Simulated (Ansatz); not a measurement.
Ansatz (a first-principles code) input (LC-wPBE/def2-TZVPD):

Ansatz 0.2 input:
```yaml
crystal:
  periodic: [false, false, false]
  atoms:
    - {symbol: Te, position_ang: [-0.02127922, 0.09549355, -1.39893027]}
    - {symbol: Te, position_ang: [0.01114215, -0.06379250, 1.36869607]}
    - {symbol: H, position_ang: [0.52712718, -1.64845433, 1.57217851]}
basis:
  gaussian:
    orbitals: def2-TZVPD
hamiltonian:
  xc: {name: LC-wPBE}
total_charge: -1
output: {forces: true}
```

End of the output:

```
345 factors; integrals over basis functions are off by at most 1.7e-4 eV
mean field: 0.48 GiB planned
mean field evaluation 1: about -14605.8989 eV, gradient 2.2e1 eV
mean field evaluation 2: about -14606.4924 eV, gradient 2.2e1 eV
mean field evaluation 4: about -14607.1909 eV, gradient 6.9e-1 eV
mean field evaluation 8: about -14607.1880 eV, gradient 1.9e-1 eV
mean field evaluation 16: about -14607.1881 eV, gradient 2.0e-4 eV
mean field -14607.18813755 eV, -536.8042629474 hartree, gradient 2.6e-5 eV, S^2 0.000000; 0 other end points of the search recorded, 0 dependent functions left out
the calculation of the forces begins
reference -14607.18813756 eV, -536.8042629476 hartree; 25, 25 occupied and 102, 102 virtual orbitals, 949 factors
Total energy: -14607.18813756 eV, -536.8042629476 hartree
Atom 0 at    -0.021279     0.095494    -1.398930 Å, force     0.016652    -0.065303     0.659972 eV/Å
Atom 1 at     0.011142    -0.063793     1.368696 Å, force     0.108219    -0.319229    -0.562876 eV/Å
Atom 2 at     0.527127    -1.648454     1.572179 Å, force    -0.124871     0.384533    -0.097096 eV/Å
Dipole moment:     0.011825    -0.047125     0.503283 e Å
```

It need not be the lowest isomer of its formula. Whether it binds its extra electron was not tested at this geometry.
